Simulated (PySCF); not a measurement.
## [Ce(OH)2]2+ relaxed at several levels

Computed with PySCF 2.14.0, PBE0, def2-SVP on the ligands, density fitting, scalar-relativistic core potentials, no spin-orbit coupling, vacuum. Each row is relaxed at its own level from the same template. Distances are means of the shortest metal–ligand contacts, charges and spins Mulliken's; removal energies are rigid, with the ligand's formal charge and no counterpoise, so too large; for an anion taken off a cation in vacuum most of it is the attraction of opposite charges, and multiply charged cations can part far more cheaply with an electron moved from ligand to metal. lcecp potentials hold a fixed number of 4f electrons in the core, out of states, spins and gaps.

| level | basis on the metal | point group | M–OH (Å) | charge on M (e) | HOMO–LUMO gap (eV) | removal of one OH (eV) | strongest infrared band, degenerate modes summed (cm⁻¹) | unstable modes (below −25 cm⁻¹) |
| --- | --- | --- | --- | --- | --- | --- | --- | --- |
| PBE0 | lcecp-2-SVP with ECP46 | C2v | 1.922 | 2.02 | – | 26.22 | 3646 | 0 |

Problem. What does the calculation give for PBE0, def2-SVP with ECP28?

Solution. point group: C2v, M–OH (Å): 1.896, charge on M (e): 1.79, HOMO–LUMO gap (eV): 5.51, removal of one OH (eV): 26.37, strongest infrared band, degenerate modes summed (cm⁻¹): 3569, unstable modes (below −25 cm⁻¹): 0.
```xyz
5

Ce    0.0000    0.0000   -0.5314
O     1.5725   -0.0344    0.5264
H     2.3735   -0.0527    1.1045
O    -1.5725    0.0344    0.5264
H    -2.3735    0.0527    1.1045
```

One start shape was tried for each, so a minimum needn't be the lowest isomer.
